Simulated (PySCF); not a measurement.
How methods differ on the excitation energy of O⁺

O⁺ [He] 2s2 2p3 (4S) → O⁺ [He] 2s1 2p3 3d1 (6D), as a difference of total energies. Calculation: PySCF 2.14, in aug-cc-pVTZ-DK (5s4p3d2f, 46 functions); scalar relativity by spin-free X2C-1e. Correlated levels: valence: 1s2 frozen. The calculations carry no spin-orbit coupling.

```
           method  excitation energy (eV)
              UHF                  37.546
              LDA                  39.174
              PBE                  38.955
             PBE0                  39.058
           r2SCAN                  38.647
          r2SCAN0                  38.849
              M06                  39.278
            B3LYP                  39.866
            B97-3                  39.532
    MP2 (valence)                  39.298
SCS-MP2 (valence)                  39.762
```

Task: How much does correlation contribute at MP2 (valence)?

Result: 39.298 − (37.546) = 1.752 eV, measured against UHF.

The upper state lies above the first ionisation limit, but in LS coupling its spin forbids autoionisation to the ground ion. A Rydberg-like electron needs more diffuse functions than a valence basis has.

The promoted electron is Rydberg-like, and one or two diffuse shells describe it only roughly, which tends to raise the upper state.
